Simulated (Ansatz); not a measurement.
Consider the ligand exchange at a B–N bond: `CBN[SiH2]C` + `NCF` → `CBNCF` + `C[SiH2]N`.

Gas-phase electronic energies from Ansatz, PBE0-D4/def2-TZVP geometries. CCSD(T)/CBS is the MP2 limit (def2-TZVPP, def2-QZVPP) plus CCSD(T) − MP2 in def2-TZVPP, frozen cores. Functionals use def2-TZVPP. Each species was taken in one conformer, which may not be the lowest.

```
             level  ΔE (kJ/mol)
               PBE          1.3
            r2SCAN          3.0
              PBE0          0.8
    MP2/def2-TZVPP          3.8
SCS-MP2/def2-TZVPP          2.9
    MP2/def2-QZVPP          3.5
      HF/CBS(def2)         -1.8
     MP2/CBS(def2)          3.5
```

Task: What does CCSD(T)/CBS give? (Estimate.)

Result: Ansatz gave: +3.4 kJ/mol. The listed levels differ from it by -2.1, -0.4, -2.6, 0.4, -0.5, 0.1, -5.2, 0.1 kJ/mol.

Largest T1 diagnostic among the species: 0.012.

In def2-TZVPP, CCSD(T) changes the Hartree–Fock value by +5.0 kJ/mol (the triples alone add +1.1 kJ/mol) and MP2 by +5.1 kJ/mol. The D4 term adds +6.0 kJ/mol with B3LYP and +3.5 kJ/mol with PBE0; it sums over pairs of atoms, weighted by their polarisabilities, and B3LYP, whose exchange is more repulsive, gets the larger term.

B3LYP here is the variant with VWN-RPA as its local correlation; programs differ in this.
